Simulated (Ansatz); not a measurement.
Calculated with Ansatz (gas phase, PBE0-D4/def2-TZVP geometries, no zero-point term in ΔE). CCSD(T)/CBS is the MP2 limit (def2-TZVPP, def2-QZVPP) plus CCSD(T) − MP2 in def2-TZVPP, frozen cores. DFT in def2-TZVPP. Open shells (•) are unrestricted, without spin–orbit coupling. For Ga outer-core shells are correlated without core-valence functions, which leaves a few kJ/mol of doubt a bond. Scalar relativity is left out up to krypton. One conformer a species, not always the lowest.

Reaction (homolysis of the Ga–O bond): `C[O][Ga]([SH])[Cl]` → `[SH][Ga][Cl]`• + `C[O]`•

`C[O][Ga]([SH])[Cl]`:

Z-matrix (Å, degrees):
```
C
O 1 1.410
H 1 1.096 2 113.1
H 1 1.094 2 109.3 3 120.7
H 1 1.094 2 109.5 3 -120.8
Ga 2 1.766 1 124.1 3 1.7
Cl 6 2.134 2 118.9 1 -0.2
S 6 2.174 2 119.7 1 179.8
H 8 1.345 6 91.6 2 -0.0
```

`[SH][Ga][Cl]`•:

Z-matrix (Å, degrees):
```
S
Ga 1 2.233
H 1 1.346 2 90.9
Cl 2 2.170 1 116.7 3 -0.0
```

`C[O]`•:

```xyz
5

C    -0.036    0.021    0.034
O     1.242    0.330   -0.294
H    -0.288   -0.869   -0.576
H    -0.761    0.800   -0.247
H    -0.158   -0.282    1.084
```

Question: What is ΔE at CCSD(T)/CBS? (Estimate.)

Answer: Computed: +408.6 kJ/mol.

Question: What do these levels give: LDA (SPW92), r2SCAN0-D4, BHLYP-D4, ωB97M-V, B2PLYP, PBE, PBE0, r2SCAN0, LC-ωPBE, HF/def2-TZVPP, HF/def2-QZVPP, MP2/CBS(def2)? (Estimate.)

Answer: The calculation gave: LDA (SPW92) 422.6, r2SCAN0-D4 356.6, BHLYP-D4 356.2, ωB97M-V 379.0, B2PLYP 375.4, PBE 351.9, PBE0 355.9, r2SCAN0 353.4, LC-ωPBE 379.3, HF/def2-TZVPP 256.4, HF/def2-QZVPP 256.8, MP2/CBS(def2) 446.8 kJ/mol.

Largest T1 diagnostic among the species: 0.019.

From r2SCAN to r2SCAN0 (25 % exact exchange), in def2-TZVPP and without D4, ΔE moves by −4.0 kJ/mol: exact exchange takes away binding that semilocal exchange gives to molecules. In def2-TZVPP, CCSD(T) changes the Hartree–Fock value by +138.8 kJ/mol (the triples alone add +10.6 kJ/mol) and MP2 by +177.0 kJ/mol; breaking electron pairs costs correlation energy, which Hartree–Fock lacks. The D4 term adds +14.8 kJ/mol with B3LYP and +8.2 kJ/mol with PBE0; it sums over pairs of atoms, weighted by their polarisabilities, and B3LYP, whose exchange is more repulsive, gets the larger term.

B3LYP here is the variant with VWN-RPA as its local correlation; programs differ in this.
